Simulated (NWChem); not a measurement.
System: C2H2Cl, doublet; SMILES [CH]=CCl

NWChem printed, in part:

```
             Northwest Computational Chemistry Package (NWChem) 7.3.0
             --------------------------------------------------------

 CS  symmetry detected

                             Geometry "geometry" -> ""
                             -------------------------

 Output coordinates in angstroms (scale by  1.889725989 to convert to a.u.)

  No.       Tag          Charge          X              Y              Z
 ---- ---------------- ---------- -------------- -------------- --------------
    1 C                    6.0000    -0.27948126     1.70214266     0.00000000
    2 C                    6.0000     0.50404135     0.65436143     0.00000000
    3 Cl                  17.0000    -0.09487389    -0.98958306     0.00000000
    4 H                    1.0000    -1.33176162     1.97553958     0.00000000
    5 H                    1.0000     1.59725711     0.70834784     0.00000000

 Effective nuclear repulsion energy (a.u.)      80.8548546671

      Symmetry information
      --------------------

 Group name             Cs
 Group number              2
 Group order               2
 No. of unique centers     5

                                 NWChem DFT Module
                                 -----------------

 Summary of "ao basis" -> "ao basis" (spherical)
 ------------------------------------------------------------------------------
       Tag                 Description            Shells   Functions and Types
 ---------------- ------------------------------  ------  ---------------------
 C                         def2-tzvp                11       31   5s3p2d1f
 Cl                        def2-tzvp                13       37   5s5p2d1f
 H                         def2-tzvp                 4        6   3s1p

      Symmetry analysis of basis
      --------------------------

        a'         77
        a"         34

            General Information
            -------------------
          SCF calculation type: DFT
          Wavefunction type:  spin polarized.
          No. of atoms     :     5
          No. of electrons :    31
           Alpha electrons :    16
            Beta electrons :    15
          Charge           :     0
          Spin multiplicity:     2
          Use of symmetry is: on ; symmetry adaption is: on
          Maximum number of iterations: 150
          AO basis - number of functions:   111
                     number of shells:    43
          Convergence on energy requested:  1.00D-06
          Convergence on density requested:  1.00D-05
          Convergence on gradient requested:  5.00D-04

              XC Information
              --------------
                       B3PW91 Method XC Functional
                     Hartree-Fock (Exact) Exchange  0.200
                        Slater Exchange Functional  0.800 local
                    Becke 1988 Exchange Functional  0.720 non-local
                Perdew 1991 Correlation Functional  0.810 non-local
            Perdew 1991 LDA Correlation Functional  1.000 local

             Grid Information
             ----------------
          Grid used for XC integration:  medium
          Radial quadrature: Mura-Knowles
          Angular quadrature: Lebedev.
          Tag              B.-S. Rad. Rad. Pts. Rad. Cut. Ang. Pts.
          ---              ---------- --------- --------- ---------
          C                   0.70       49           9.0       434
          Cl                  1.00       88          10.0       590
          H                   0.35       45          10.0       434
          Grid pruning is: on
          Number of quadrature shells:   276
          Spatial weights used:  Erf1

      Superposition of Atomic Density Guess
      -------------------------------------

 Sum of atomic energies:        -535.81996341

      Non-variational initial energy
      ------------------------------

 Total energy =    -536.885726
 1-e energy   =    -897.171183
 2-e energy   =     279.430602
 HOMO         =      -0.199378
 LUMO         =       0.033521

   Symmetry analysis of molecular orbitals - initial alpha
   -------------------------------------------------------

  Numbering of irreducible representations:

     1 a'          2 a"

  Orbital symmetries:

     1 a'          2 a'          3 a'          4 a'          5 a'
     6 a'          7 a"          8 a'          9 a'         10 a'
    11 a'         12 a'         13 a"         14 a'         15 a"
    16 a'         17 a"         18 a'         19 a'         20 a'
    21 a'         22 a'         23 a"         24 a'         25 a'
    26 a"

   Symmetry analysis of molecular orbitals - initial beta
   ------------------------------------------------------

  Numbering of irreducible representations:

     1 a'          2 a"

  Orbital symmetries:

     1 a'          2 a'          3 a'          4 a'          5 a'
     6 a'          7 a"          8 a'          9 a'         10 a'
    11 a'         12 a'         13 a"         14 a'         15 a"
    16 a'         17 a"         18 a'         19 a'         20 a'
    21 a'         22 a'         23 a"         24 a'         25 a'
    26 a"

     ---------------------------------------------
      Total Density - Mulliken Population Analysis
     ---------------------------------------------

    Atom       Charge   Shell Charges
 -----------   ------   -------------------------------------------------------
    1 C    6     6.19   0.86  1.12  0.59  0.67  0.16  1.09  1.19  0.47  0.01  0.02  0.01
    2 C    6     6.02   0.86  1.12  0.55  0.64  0.09  1.08  1.24  0.34  0.02  0.08  0.01
    3 Cl  17    17.18   2.01  0.45  1.52  1.11  0.82  4.19  1.69  1.09  2.83  1.43  0.01  0.03  0.00
    4 H    1     0.79   0.22  0.42  0.13  0.02
    5 H    1     0.82   0.23  0.44  0.12  0.02

     --------------------------------------------
      Spin Density - Mulliken Population Analysis
     --------------------------------------------

    Atom       Charge   Shell Charges
 -----------   ------   -------------------------------------------------------
    1 C    6     0.74   0.00 -0.00  0.02  0.03  0.01  0.24  0.28  0.16  0.00 -0.00  0.00
    2 C    6     0.07   0.00 -0.00  0.01  0.01  0.00  0.00  0.00  0.01  0.00  0.02  0.00
    3 Cl  17     0.14   0.00  0.00 -0.00  0.01 -0.00  0.00 -0.00  0.03  0.08  0.03  0.00  0.00  0.00
    4 H    1     0.03   0.01  0.02  0.00  0.00
    5 H    1     0.02   0.01  0.01  0.00  0.00

   convergence    iter        energy       DeltaE   RMS-Dens  Diis-err
 ---------------- ----- ----------------- --------- --------- ---------
 d= 0,ls=0.0,diis     1   -537.4291363930 -6.18D+02  2.69D-03  1.80D-01
                                                     2.07D-03  1.76D-01
 d= 0,ls=0.0,diis     2   -537.4468167081 -1.77D-02  1.81D-03  5.85D-02
                                                     1.78D-03  5.40D-02
 d= 0,ls=0.0,diis     3   -537.4560442411 -9.23D-03  8.45D-04  3.81D-02
                                                     8.53D-04  3.92D-02
 d= 0,ls=0.0,diis     4   -537.4751989552 -1.92D-02  2.79D-04  1.82D-03
                                                     1.69D-04  9.75D-04
 d= 0,ls=0.0,diis     5   -537.4759253545 -7.26D-04  6.03D-05  1.48D-04
                                                     1.05D-04  2.68D-04
  Resetting Diis
 d= 0,ls=0.0,diis     6   -537.4760719166 -1.47D-04  5.23D-05  2.19D-05
                                                     4.17D-05  1.34D-05
 d= 0,ls=0.0,diis     7   -537.4761052510 -3.33D-05  2.59D-05  4.45D-06
                                                     3.09D-05  5.22D-06
 d= 0,ls=0.0,diis     8   -537.4761185298 -1.33D-05  1.90D-05  3.62D-06
                                                     1.20D-05  1.93D-06
 d= 0,ls=0.0,diis     9   -537.4761232867 -4.76D-06  1.94D-05  7.72D-07
                                                     3.03D-05  2.56D-06
 d= 0,ls=0.0,diis    10   -537.4761283988 -5.11D-06  1.85D-05  1.69D-06
                                                     1.28D-05  5.83D-07
 d= 0,ls=0.0,diis    11   -537.4761299077 -1.51D-06  1.36D-06  1.32D-08
                                                     1.62D-06  1.92D-08
 d= 0,ls=0.0,diis    12   -537.4761299227 -1.51D-08  6.92D-07  4.88D-09
                                                     4.75D-07  2.56D-09

         Total DFT energy =     -537.476129922716
      One electron energy =     -899.216970696152
           Coulomb energy =      320.590797725019
    Exchange-Corr. energy =      -39.704811618695
 Nuclear repulsion energy =       80.854854667112

 Numeric. integr. density =       31.000001182968

                  Occupations of the irreducible representations
                  ----------------------------------------------

                     irrep           alpha         beta
                     --------     --------     --------
                     a'               13.0         12.0
                     a"                3.0          3.0

                    DFT Final Alpha Molecular Orbital Analysis
                    ------------------------------------------

 Vector   14  Occ=1.000000D+00  E=-3.266684D-01  Symmetry=a'
              MO Center= -3.1D-03, -7.4D-01, -9.0D-16, r^2= 1.7D+00
   Bfn.  Coefficient  Atom+Function         Bfn.  Coefficient  Atom+Function
  ----- ------------  ---------------      ----- ------------  ---------------
    77      0.509641  3 Cl px                80      0.334505  3 Cl px
    74      0.243134  3 Cl px                68     -0.196636  3 Cl px
   107     -0.122534  5 H  s                 78     -0.118045  3 Cl py
    37     -0.095475  2 C  px                71     -0.090881  3 Cl px
    81     -0.081626  3 Cl py               106     -0.074152  5 H  s

 Vector   15  Occ=1.000000D+00  E=-2.836387D-01  Symmetry=a"
              MO Center= -5.2D-02,  4.5D-01,  8.1D-15, r^2= 2.7D+00
   Bfn.  Coefficient  Atom+Function         Bfn.  Coefficient  Atom+Function
  ----- ------------  ---------------      ----- ------------  ---------------
    79      0.355770  3 Cl pz                 8     -0.285239  1 C  pz
    82      0.263144  3 Cl pz                11     -0.257292  1 C  pz
    39     -0.200409  2 C  pz                42     -0.180606  2 C  pz
    76      0.173031  3 Cl pz                14     -0.150436  1 C  pz
    70     -0.137347  3 Cl pz                45     -0.089115  2 C  pz

 Vector   16  Occ=1.000000D+00  E=-2.742413D-01  Symmetry=a'
              MO Center= -1.0D-01,  1.4D+00, -1.8D-14, r^2= 2.4D+00
   Bfn.  Coefficient  Atom+Function         Bfn.  Coefficient  Atom+Function
  ----- ------------  ---------------      ----- ------------  ---------------
     7      0.326852  1 C  py                10      0.290040  1 C  py
    78      0.249322  3 Cl py                 6      0.223545  1 C  px
    13      0.220767  1 C  py                 9      0.208364  1 C  px
     4      0.182031  1 C  s                 81      0.175819  3 Cl py
    75      0.119025  3 Cl py                12      0.104985  1 C  px

 Vector   17  Occ=0.000000D+00  E=-2.276336D-02  Symmetry=a"
              MO Center=  9.1D-02,  1.0D+00, -1.5D-15, r^2= 2.6D+00
   Bfn.  Coefficient  Atom+Function         Bfn.  Coefficient  Atom+Function
  ----- ------------  ---------------      ----- ------------  ---------------
    45     -0.596475  2 C  pz                14      0.574305  1 C  pz
    39     -0.325181  2 C  pz                42     -0.309495  2 C  pz
     8      0.293566  1 C  pz                11      0.262976  1 C  pz
    82      0.243468  3 Cl pz                79      0.109324  3 Cl pz
    76      0.072093  3 Cl pz                89     -0.057601  3 Cl d -1

 Vector   18  Occ=0.000000D+00  E= 3.434783D-02  Symmetry=a'
              MO Center=  2.3D-01, -1.5D-01, -2.5D-17, r^2= 3.6D+00
   Bfn.  Coefficient  Atom+Function         Bfn.  Coefficient  Atom+Function
  ----- ------------  ---------------      ----- ------------  ---------------
    36      1.757058  2 C  s                108     -1.079120  5 H  s
    35      0.887048  2 C  s                102     -0.805551  4 H  s
    12     -0.592633  1 C  px                81     -0.581374  3 Cl py
    67     -0.522809  3 Cl s                 13      0.488082  1 C  py
    80     -0.279304  3 Cl px                38     -0.274244  2 C  py

 Vector   19  Occ=0.000000D+00  E= 6.925305D-02  Symmetry=a'
              MO Center=  2.9D-02,  1.4D+00, -1.8D-17, r^2= 6.4D+00
   Bfn.  Coefficient  Atom+Function         Bfn.  Coefficient  Atom+Function
  ----- ------------  ---------------      ----- ------------  ---------------
   102      1.900613  4 H  s                108     -1.889446  5 H  s
     5     -1.645620  1 C  s                 36      1.296453  2 C  s
    43      0.648946  2 C  px                35      0.527569  2 C  s
     4     -0.475263  1 C  s                 12      0.406517  1 C  px
    44      0.306401  2 C  py                41      0.279870  2 C  py

                     DFT Final Beta Molecular Orbital Analysis
                     -----------------------------------------

 Vector   13  Occ=1.000000D+00  E=-3.783552D-01  Symmetry=a"
              MO Center=  7.4D-02, -2.0D-01, -5.2D-16, r^2= 2.0D+00
   Bfn.  Coefficient  Atom+Function         Bfn.  Coefficient  Atom+Function
  ----- ------------  ---------------      ----- ------------  ---------------
    79      0.415532  3 Cl pz                82      0.230624  3 Cl pz
    39      0.225056  2 C  pz                42      0.205646  2 C  pz
    76      0.191839  3 Cl pz                70     -0.159576  3 Cl pz
     8      0.126959  1 C  pz                11      0.108616  1 C  pz
    45      0.090075  2 C  pz                73     -0.073153  3 Cl pz

 Vector   14  Occ=1.000000D+00  E=-3.230568D-01  Symmetry=a'
              MO Center= -9.3D-03, -8.0D-01, -2.5D-16, r^2= 1.6D+00
   Bfn.  Coefficient  Atom+Function         Bfn.  Coefficient  Atom+Function
  ----- ------------  ---------------      ----- ------------  ---------------
    77      0.507842  3 Cl px                80      0.337870  3 Cl px
    74      0.242620  3 Cl px                68     -0.196160  3 Cl px
    78     -0.146715  3 Cl py               107     -0.110524  5 H  s
    81     -0.099893  3 Cl py                37     -0.095132  2 C  px
    71     -0.090555  3 Cl px                75     -0.068088  3 Cl py

 Vector   15  Occ=1.000000D+00  E=-2.733970D-01  Symmetry=a"
              MO Center=  4.8D-03,  3.8D-01,  1.2D-15, r^2= 2.6D+00
   Bfn.  Coefficient  Atom+Function         Bfn.  Coefficient  Atom+Function
  ----- ------------  ---------------      ----- ------------  ---------------
    79      0.352829  3 Cl pz                82      0.272215  3 Cl pz
     8     -0.252174  1 C  pz                39     -0.240655  2 C  pz
    42     -0.222651  2 C  pz                11     -0.220233  1 C  pz
    76      0.173064  3 Cl pz                70     -0.136588  3 Cl pz
    14     -0.130722  1 C  pz                45     -0.122036  2 C  pz

 Vector   16  Occ=0.000000D+00  E=-1.106304D-01  Symmetry=a'
              MO Center= -7.9D-02,  1.4D+00,  3.6D-17, r^2= 2.6D+00
   Bfn.  Coefficient  Atom+Function         Bfn.  Coefficient  Atom+Function
  ----- ------------  ---------------      ----- ------------  ---------------
    13      0.384945  1 C  py                36      0.299476  2 C  s
     7      0.278909  1 C  py                81      0.246651  3 Cl py
    35     -0.228773  2 C  s                 78      0.226078  3 Cl py
     4      0.213407  1 C  s                 10      0.212086  1 C  py
     6      0.191618  1 C  px                 9      0.184482  1 C  px

[...]
```

Level: B3PW91/def2-TZVP, spin-unrestricted. In the optimisation the excess spin sits in a' (Cs, its own frame). Geometry: optimised at PBE0/def2-SVP, spin-unrestricted. No stability test was run on the SCF state.

Q: Which NWChem input produces such a log?

A: This is not unique; one that fits is the input that was run:
```
start job
memory heap 200 mb stack 700 mb global 900 mb
geometry units angstroms noautoz
  C     -0.270185     1.723922     0.000000
  C      0.503428     0.668803     0.000000
  Cl    -0.110954    -0.969424     0.000000
  H     -1.319842     2.007224     0.000000
  H      1.597104     0.712484     0.000000
end
basis spherical
  C library def2-tzvp
  Cl library def2-tzvp
  H library def2-tzvp
end
dft
  odft
  mult 2
  xc b3pw91
  iterations 150
  mulliken
end
task dft energy
```
